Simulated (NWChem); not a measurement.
# SiH2SeOF2; SMILES F[Si](O)([SeH])F

```xyz
7

O      1.0307    -1.4998     1.0897
Si    -0.0033    -0.8361     0.0140
F     -1.5281    -1.2473     0.3149
F      0.3961    -1.4858    -1.3953
Se    -0.0143     1.4115    -0.0274
H      1.0334    -1.1428     1.9828
H      1.4413     1.4544    -0.2395
```
Atoms are numbered in this order, from 1.

Program: NWChem. Pople sets run with spherical d functions. Structure relaxed at the PBE0/def2-SVP level. Vertical excitations in the gas phase.

Problem. What does the run give for PBE/6-31G*, full TDDFT? Quantities: lowest excitation, singlet (eV); oscillator strength of that lowest state; orbital gap (eV).

Solution. 
```
Quantity                                  Result
----------------------------------------  ------
lowest excitation, singlet (eV)             5.73
oscillator strength of that lowest state   0.009
orbital gap (eV)                            5.53
```
